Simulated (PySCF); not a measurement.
Geometry:
| atom | x (Å) | y (Å) | z (Å) |
| --- | --- | --- | --- |
| C1 | 3.933 | 0.022 | 0.681 |
| C2 | 2.490 | 0.467 | 0.790 |
| O3 | 2.038 | 0.984 | 1.792 |
| N4 | 1.738 | 0.234 | -0.324 |
| C5 | 0.327 | 0.520 | -0.376 |
| C6 | -0.534 | -0.735 | -0.430 |
| C7 | -2.037 | -0.470 | -0.538 |
| C8 | -2.576 | 0.300 | 0.664 |
| C9 | -2.796 | -1.778 | -0.729 |
| H10 | 4.405 | 0.405 | -0.237 |
| H11 | 3.993 | -1.078 | 0.658 |
| H12 | 4.480 | 0.389 | 1.556 |
| H13 | 2.166 | -0.245 | -1.106 |
| H14 | 0.113 | 1.100 | 0.532 |
| H15 | 0.104 | 1.169 | -1.242 |
| H16 | -0.220 | -1.350 | -1.294 |
| H17 | -0.331 | -1.343 | 0.469 |
| H18 | -2.201 | 0.151 | -1.440 |
| H19 | -3.660 | 0.466 | 0.572 |
| H20 | -2.403 | -0.263 | 1.597 |
| H21 | -2.100 | 1.285 | 0.779 |
| H22 | -2.448 | -2.321 | -1.622 |
| H23 | -2.657 | -2.441 | 0.140 |
| H24 | -3.877 | -1.601 | -0.842 |

Geometry: PBE0-D3(BJ)/def2-SVP; GIAO shifts from PySCF, gas phase, non-relativistic, averaged over equivalent atoms.

At PBE0/pcSseg-1 (228 basis functions, 28 s wall time on 1 thread of an x86-64 server CPU, shared host):
| atoms | δ (ppm) |
| --- | --- |
| C2 | 167.5 |
| C6 | 43.0 |
| C5 | 38.1 |
| C7 | 28.5 |
| C8/C9 | 24.0 |
| C1 | 23.5 |
| O3 | 424.8 |
| N4 | 135.9 |
| H13 | 4.16 |
| H14/H15 | 3.28 |
| H10/H11/H12 | 1.79 |
| H18 | 1.21 |
| H16/H17 | 0.99 |
| H19/H20/H21/H22/H23/H24 | 0.93 |

Referencing at the same level of theory: ¹³C (σref 184.41) and ¹H (σref 31.27) against TMS; H2O for ¹⁷O (σref 334.56); ¹⁵N (σref 265.67) against NH3.

Q: Predict the values at PBE/pcSseg-1 on the same geometry.

A: 
```tsv
atoms	δ at PBE/pcSseg-1	change
C2	162.0	-5.5
C6	45.1	+2.1
C5	39.6	+1.5
C7	31.1	+2.6
C8/C9	24.7	+0.7
C1	23.1	-0.4
O3	422.4	-2.4
N4	143.4	+7.5
H13	4.27	+0.11
H14/H15	3.35	+0.07
H10/H11/H12	1.77	-0.02
H18	1.37	+0.16
H16/H17	1.04	+0.05
H19/H20/H21/H22/H23/H24	0.94	+0.01
```

δ = σ(ref) − σ, references computed at the same level: TMS for ¹³C (180.03 ppm), ¹H (31.20 ppm); ¹⁷O (334.63 ppm) vs H2O; NH3 for ¹⁵N (265.06 ppm).

The largest change is at N4 (amide-type nitrogen). Cost: 228 basis functions, 41 s wall time on 1 thread of an x86-64 server CPU, shared host. The order of the carbon signals is the same at both levels.

Hydrogen bonding in solution deshields acid and N–H amide carbonyl carbons by as much as 10 ppm beyond these values. Unscaled 17O shifts of doubly bonded oxygen tend to come out too high, by tens of ppm or more. Experimental scales use liquid or dissolved standards, which lie at an offset from isolated NH3 (liquid NH3: subtract about 20 ppm) and H2O (liquid H2O: subtract about 36 ppm).
